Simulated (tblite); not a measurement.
Compound: C2H10GeSSi2.
Atom-mapped SMILES: `[CH2:1]=[C:2]([SiH2:3][GeH3:4])[S:5][SiH3:6]` (hydrogens: H7, H8 on C1; H9, H10 on Si3; H11, H12, H13 on Ge4; H14, H15, H16 on Si6)

Computed with GFN2-xTB (tblite), gas phase: L-BFGS steps from a force-field or distance-geometry start until the largest atomic force falls under 0.01 eV/Å.

Step 12: E = -489.6500 eV
```
atom  x, y, z in Å  |  force x, y, z in eV/Å
C1      0.5468   -0.5120   -1.3971   -0.017   0.017  -0.030
C2      0.2576   -0.5681   -0.1063   -0.108  -0.030   0.055
Si3    -1.4525   -1.1033    0.5239   -0.008   0.111  -0.043
Ge4    -2.9045    0.7071    0.2053    0.045   0.016  -0.039
S5      1.3262   -0.0784    1.2199    0.124   0.009  -0.058
Si6     3.2452    0.5859    0.4710   -0.147  -0.096   0.008
H7     -0.1897   -0.8215   -2.1212    0.008  -0.026  -0.001
H8      1.4869   -0.1709   -1.7969   -0.013   0.011  -0.013
H9     -1.9119   -2.2334   -0.2928    0.061  -0.031   0.004
H10    -1.3842   -1.4962    1.9295    0.046  -0.015  -0.009
H11    -4.0079    0.8095    1.2124   -0.046   0.020   0.020
H12    -3.6432    0.7036   -1.1051    0.009  -0.008   0.034
H13    -2.2834    2.0739    0.2245   -0.012  -0.016   0.012
H14     3.3054    2.0263    0.6478   -0.031   0.073   0.002
H15     4.1980   -0.1290    1.2979    0.052  -0.024   0.080
H16     3.4034    0.2155   -0.9241    0.039  -0.011  -0.022
```

Step 13: E = -489.6524 eV
```
atom  x, y, z in Å  |  force x, y, z in eV/Å
C1      0.5470   -0.5130   -1.3980   -0.033   0.024  -0.027
C2      0.2564   -0.5701   -0.1072   -0.048   0.007   0.037
Si3    -1.4544   -1.0993    0.5235    0.002   0.073  -0.016
Ge4    -2.9087    0.7124    0.2062    0.058  -0.011  -0.033
S5      1.3298   -0.0832    1.2169    0.108   0.011  -0.053
Si6     3.2491    0.5856    0.4702   -0.163  -0.083   0.030
H7     -0.1906   -0.8259   -2.1194    0.011  -0.016  -0.017
H8      1.4847   -0.1663   -1.8009   -0.032  -0.013   0.011
H9     -1.8998   -2.2377   -0.2901    0.037  -0.014  -0.001
H10    -1.3777   -1.5007    1.9278    0.031   0.007  -0.025
H11    -4.0139    0.8148    1.2127   -0.033   0.019   0.012
H12    -3.6458    0.7048   -1.1057    0.012  -0.002   0.040
H13    -2.2842    2.0784    0.2257   -0.020  -0.025   0.010
H14     3.2966    2.0289    0.6474   -0.015   0.022  -0.005
H15     4.1958   -0.1327    1.3040    0.040   0.007   0.054
H16     3.4080    0.2129   -0.9246    0.045  -0.005  -0.014
```

Step 14: E = -489.6538 eV
```
atom  x, y, z in Å  |  force x, y, z in eV/Å
C1      0.5465   -0.5131   -1.3986   -0.042   0.024  -0.012
C2      0.2552   -0.5711   -0.1076    0.005   0.036   0.007
Si3    -1.4555   -1.0959    0.5232    0.006   0.023   0.003
Ge4    -2.9104    0.7155    0.2063    0.037  -0.020  -0.009
S5      1.3337   -0.0860    1.2143    0.046  -0.006  -0.030
Si6     3.2490    0.5841    0.4702   -0.099  -0.047   0.028
H7     -0.1910   -0.8290   -2.1186    0.007  -0.010  -0.027
H8      1.4828   -0.1637   -1.8032   -0.038  -0.024   0.023
H9     -1.8917   -2.2406   -0.2884    0.024   0.006   0.001
H10    -1.3731   -1.5033    1.9263    0.021   0.022  -0.034
H11    -4.0181    0.8185    1.2129   -0.009   0.014  -0.005
H12    -3.6471    0.7055   -1.1053    0.012   0.000   0.033
H13    -2.2852    2.0808    0.2266   -0.019  -0.021   0.007
H14     3.2908    2.0306    0.6470   -0.008  -0.034  -0.013
H15     4.1949   -0.1348    1.3086    0.013   0.037   0.023
H16     3.4117    0.2112   -0.9251    0.044   0.000   0.004
```

Step 15: E = -489.6545 eV
```
atom  x, y, z in Å  |  force x, y, z in eV/Å
C1      0.5453   -0.5127   -1.3989   -0.040   0.021  -0.001
C2      0.2546   -0.5708   -0.1076    0.021   0.043  -0.013
Si3    -1.4559   -1.0939    0.5229    0.009  -0.008   0.007
Ge4    -2.9103    0.7164    0.2062    0.010  -0.018   0.013
S5      1.3361   -0.0873    1.2126   -0.013  -0.024  -0.003
Si6     3.2470    0.5825    0.4706   -0.021  -0.017   0.012
H7     -0.1910   -0.8304   -2.1189   -0.002  -0.007  -0.029
H8      1.4813   -0.1632   -1.8037   -0.030  -0.023   0.022
H9     -1.8880   -2.2415   -0.2877    0.019   0.017   0.002
H10    -1.3708   -1.5039    1.9250    0.017   0.026  -0.029
H11    -4.0198    0.8202    1.2129    0.009   0.010  -0.018
H12    -3.6474    0.7058   -1.1044    0.009   0.000   0.022
H13    -2.2859    2.0812    0.2271   -0.013  -0.012   0.006
H14     3.2884    2.0307    0.6466   -0.008  -0.062  -0.016
H15     4.1949   -0.1348    1.3110   -0.009   0.053   0.005
H16     3.4140    0.2106   -0.9252    0.039   0.002   0.019
```

Q: Estimate the geometry and energy of step 16. (The exact step hangs on the optimiser's Hessian estimate; all steps are aligned on step 15, rigid shifts and turns removed.)

A: E = -489.6550 eV, largest force 0.068 eV/Å
```
atom  x, y, z in Å  |  force x, y, z in eV/Å
C1      0.5438   -0.5119   -1.3991   -0.031   0.015   0.002
C2      0.2543   -0.5698   -0.1077    0.012   0.038  -0.021
Si3    -1.4559   -1.0927    0.5228    0.014  -0.020   0.001
Ge4    -2.9099    0.7164    0.2062   -0.010  -0.014   0.026
S5      1.3374   -0.0883    1.2116   -0.050  -0.035   0.020
Si6     3.2450    0.5809    0.4712    0.036   0.001  -0.006
H7     -0.1910   -0.8313   -2.1198   -0.011  -0.004  -0.026
H8      1.4799   -0.1635   -1.8033   -0.015  -0.016   0.014
H9     -1.8856   -2.2416   -0.2873    0.016   0.019   0.001
H10    -1.3692   -1.5035    1.9237    0.016   0.024  -0.014
H11    -4.0205    0.8212    1.2126    0.018   0.006  -0.022
H12    -3.6472    0.7058   -1.1032    0.006  -0.001   0.012
H13    -2.2866    2.0810    0.2275   -0.006  -0.004   0.005
H14     3.2870    2.0296    0.6460   -0.010  -0.065  -0.016
H15     4.1950   -0.1336    1.3125   -0.018   0.055  -0.001
H16     3.4161    0.2103   -0.9249    0.035   0.000   0.025
```

The energy changes by -0.0005 eV. The first-order estimate −F·Δx gives -0.0007 eV and the mean of the old and new forces, exact on a quadratic surface, -0.0005 eV. The step makes an angle of 46° with the force vector and moves no atom by more than 0.003 Å.

What follows is the cost of the whole relaxation. On one thread, Arm Neoverse N1 (aarch64), shared host with 64 logical CPUs at a one-minute load of 54, this took 1.5 s.
